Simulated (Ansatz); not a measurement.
System: CsBr, charge 0, singlet. CsBr (SMILES [Br][Cs]).
B3LYP-D3(BJ)/def2-TZVP minimum from Ansatz (a quantum-chemistry and plane-wave program):
```xyz
2

Cs     0.0000     0.0000    -1.2201
Br     0.0000     0.0000     1.9173
```

Total energies in def2-TZVPP, 8 correlated electrons, 18 frozen orbitals. Open shells are spin-unrestricted; no spin-orbit coupling. Correlated methods leave the cores frozen (noble-gas shells, and filled d and f shells in the p block). Past Kr the def2 sets carry scalar-relativistic core potentials. Spin-orbit terms, left out, reach several kcal/mol for Br and I, and more for heavier atoms.

```
method    program  energy (Eh)  minus CCSDT(Q) (mEh)
--------  -------  -----------  --------------------
HF         Ansatz  -2592.36814                190.92
MP2        Ansatz  -2592.53730                 21.75
CCSD       Ansatz  -2592.55195                  7.11
CCSD(T)    Ansatz  -2592.55845                  0.61
CCSDT(Q)   Ansatz  -2592.55906                  0.00
```

Rough core times of Ansatz's runs on a shared machine: CCSD(T) under 20 s, CCSDT(Q) 30 s.
